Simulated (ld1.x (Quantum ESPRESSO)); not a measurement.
Which change was made? (O, TM)

```json
{
 "Element": "oxygen",
 "Generator": "ld1.x (Quantum ESPRESSO) 7.5",
 "Type": "norm-conserving Troullier–Martins (Kleinman–Bylander form)",
 "Functional": "LDA (PZ)",
 "Relativity": "scalar-relativistic",
 "Frozen core": "[He]",
 "Valence charge": "6",
 "Reference configuration": "2s2 2p2 (charge +2)",
 "Partial waves": "2s (bound): rc 0.60 bohr; 2p (bound): rc 1.80 bohr",
 "Local potential": "all-electron potential smoothed inside 1.55 bohr (lloc = -1)",
 "Core correction": "a·sin(br)/r model core, default radius (core density twice the valence density)"
}
```

Cutoffs, loose and tight: the cutoffs (Ry, on a coarse ladder) from which the occupation-weighted sum of valence levels, in a spherical-Bessel basis at the reference potential, stays within 10 and 1 mRy of its value at 400 Ry. They do not see the model core or the augmentation charge, which bear on the density cutoff. Test errors are all-electron minus pseudo excitation energies from the reference, over the configurations 2s2 2p4; 2s2 2p3; 2s2 2p1; 2s1 2p5; 2s2 2p3.5; 2s2 2p4.3; 2s0 2p6 (two spin-polarised tests are not counted in the largest error); variants that change the core or the reference have their own tests.

The base gives: outcome: generated; cutoff, loose: 200 Ry; cutoff, tight: over 300 Ry; bound ghosts: s; largest test error (meV): +1077.

Task: After one change the result is: outcome: generated; cutoff, loose: 90 Ry; cutoff, tight: 200 Ry; bound ghosts: s; largest test error (meV): +1068. Which change was it?
A. reference 2s1 2p5
B. reference 2s2 2p3.75
C. all radii but the core radius scaled by about 1.17 (s 0.70, p 2.10 bohr); local potential all-electron potential smoothed inside 1.82 bohr (lloc = -1)
D. wave 2s (bound): rc 0.60 bohr becomes 2s (bound): rc 0.80 bohr

Result: D. The others give: all radii but the core radius scaled by about 1.17 (s 0.70, p 2.10 bohr); local potential all-electron potential smoothed inside 1.82 bohr (lloc = -1) → outcome: generated; cutoff, loose: 90 Ry; cutoff, tight: 200 Ry; bound ghosts: none; largest test error (meV): +1796 | reference 2s2 2p3.75 → outcome: generated; cutoff, loose: 200 Ry; cutoff, tight: over 300 Ry; bound ghosts: s; largest test error (meV): -256 | reference 2s1 2p5 → outcome: generated; cutoff, loose: 180 Ry; cutoff, tight: over 300 Ry; bound ghosts: s; largest test error (meV): +3171.
